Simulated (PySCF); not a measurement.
Computed structure and properties of [Pt3]+

System: [Pt3]+ (quartet); start: released along the symmetry-breaking force (C2v). Method: PySCF 2.14.0, UKS r2SCAN, Pt def2-SVP with ECP60; non-relativistic Hamiltonian with scalar-relativistic core potentials where named; density fitting; no spin-orbit coupling.

Input of the relaxation:

```python
mol = gto.M(atom='''
Pt     1.45823    -0.03885    -0.00000
Pt    -0.76008     1.24508    -0.00000
Pt    -0.69815    -1.20623     0.00000''',
    basis={'Pt': 'def2-SVP'},
    ecp={'Pt': 'def2-SVP'},
    charge=1, spin=3)
mf = dft.UKS(mol, xc='R2SCAN')
mf.grids.atom_grid = (50, 194)
mf = mf.density_fit()  # fitting sets: Pt def2-universal-JKFIT
mf.conv_tol = 1e-08; mf.max_cycle = 55
mf.kernel(dm0)  # dm0: converged density of the start geometry
# quasi-Newton relaxation in Cartesian coordinates to a largest gradient under 0.00045 Eh/bohr
```

Run from Python with OMP_NUM_THREADS=2; the lines above give its settings. Where DIIS fails, smearing, a level shift and second-order steps follow.
It took 17 s on 2 threads of Arm Neoverse V1 (shared host), from the converged density of the start.

Course of the relaxation:

```
step  energy above end (eV)  largest force component within the symmetry (eV/Å)
   0                 0.0023                                               0.153
   1                 0.0005                                               0.072
   2                 0.0000                                               0.005
```

Relaxed geometry (nearly D3h):

```xyz
3

Pt    1.4524   -0.0302    0.0000
Pt   -0.7498    1.2456    0.0000
Pt   -0.7027   -1.2154    0.0000
```

```csv
contact,Å
Pt3–Pt1,2.459
Pt3–Pt2,2.461
Pt2–Pt1,2.545
```

On the finer grid (75, 302):

```json
{"HOMO": "-11.08 eV", "LUMO": "-10.48 eV", "Dipole about the centre of mass": "0.03 D", "Spin squared": "3.774", "Set of Mulliken populations of Pt1 outside the core potential": "s 2.78, p 6.10, d 8.78, f 0.01", "D3(BJ) dispersion energy (not in the energies)": "-0.031 eV"}
```

```json
{"atom": "Pt1", "Mulliken (e)": "0.33", "Löwdin (e)": "0.33", "spin (e)": "0.99"}
{"atom": "Pt2", "Mulliken (e)": "0.33", "Löwdin (e)": "0.33", "spin (e)": "0.99"}
{"atom": "Pt3", "Mulliken (e)": "0.33", "Löwdin (e)": "0.34", "spin (e)": "1.02"}
```

No frequency check is given for this geometry.

One start shape was tried, so this needn't be the lowest isomer.

Open shells may have lower solutions than the one found.
